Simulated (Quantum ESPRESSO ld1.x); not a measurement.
The run below uses ld1.x (Quantum ESPRESSO 7.5).

```
 &input
    atom='Nb',
    iswitch=1,
    rel=2,
    dft='PBESOL',
    config='[Kr] 4d4',
    cau_fact=102.777,
    rel_dist='average',
    verbosity='high',
    lsmall=.true.,
    prefix='ld1',
    max_out_wfc=37,
    file_charge='ld1.rho',
 /
```

Output (excerpt):

```
     Program LD1 v.7.5 starts

     --------------------------- All-electron run ----------------------------

     dirac relativistic calculation

     atomic number is 41.00
     dft =PBESOL   lsd =0 sic =0 latt =0  beta=0.20 tr2=1.0E-14
     Exchange-correlation= PBESOL
                           (   1   4  10   8   0   0   0)
     mesh =2041 r(mesh) = 100.12585 a.u. xmin = -8.00 dx = 0.00800
     1 Ry =  13.60569312 eV, c = 102.77700000

     n l j   nl                  e(Ry)          e(Ha)          e(eV)
     Spin orbit split results
     1 0 0.5 1S 1( 2.00)   -1408.721125225    -704.360562612 -19166.6273257
     2 0 0.5 2S 1( 2.00)    -200.048990785    -100.024495392  -2721.8051782
     2 1 0.5 2P 1( 2.00)    -183.466948535     -91.733474267  -2496.1950000
     2 1 1.5 2P 1( 4.00)    -170.399161340     -85.199580670  -2318.3986976
     3 0 0.5 3S 1( 2.00)     -33.860869560     -16.930434780   -460.7006001
     3 1 0.5 3P 1( 2.00)     -27.670634519     -13.835317259   -376.4781618
     3 1 1.5 3P 1( 4.00)     -25.541291108     -12.770645554   -347.5069688
     4 0 0.5 4S 1( 2.00)      -4.951308652      -2.475654326    -67.3659861
     4 1 0.5 4P 1( 2.00)      -3.245516654      -1.622758327    -44.1575036
     4 1 1.5 4P 1( 4.00)      -2.957294365      -1.478647182    -40.2360396
     3 2 1.5 3D 1( 4.00)     -14.916089609      -7.458044804   -202.9437378
     3 2 2.5 3D 1( 6.00)     -14.540960017      -7.270480009   -197.8398397
     4 2 1.5 4D 1( 1.60)      -0.689844566      -0.344922283     -9.3858135
     4 2 2.5 4D 1( 2.40)      -0.668446081      -0.334223040     -9.0946722
     Averaged results
     1 0     1S 1( 2.00)   -1408.721125225    -704.360562612 -19166.6273257
     2 0     2S 1( 2.00)    -200.048990785    -100.024495392  -2721.8051782
     2 1     2P 1( 6.00)    -174.755090405     -87.377545202  -2377.6641317
     3 0     3S 1( 2.00)     -33.860869560     -16.930434780   -460.7006001
     3 1     3P 1( 6.00)     -26.251072245     -13.125536123   -357.1640331
     4 0     4S 1( 2.00)      -4.951308652      -2.475654326    -67.3659861
     4 1     4P 1( 6.00)      -3.053368461      -1.526684231    -41.5431943
     3 2     3D 1(10.00)     -14.691011854      -7.345505927   -199.8813990
     4 2     4D 1( 4.00)      -0.677005475      -0.338502737     -9.2111287

     final scf error:  7.4E-15 reached in  28 iterations

     Etot =   -7745.199114 Ry,   -3872.599557 Ha, -105378.802323 eV

     Ekin =    8261.861538 Ry,    4130.930769 Ha,  112408.352716 eV
     Encl =  -18920.354487 Ry,   -9460.177243 Ha, -257424.536925 eV
     Eh   =    3150.253552 Ry,    1575.126776 Ha,   42861.383084 eV
     Exc  =    -236.959717 Ry,    -118.479859 Ha,   -3224.001199 eV
```

Run on one thread of a shared host, so times are rough (Intel(R) Xeon(R) Processor @ 2.60GHz): 0.67 s of CPU time, 0.71 s wall, 28 iterations on 2041 mesh points.
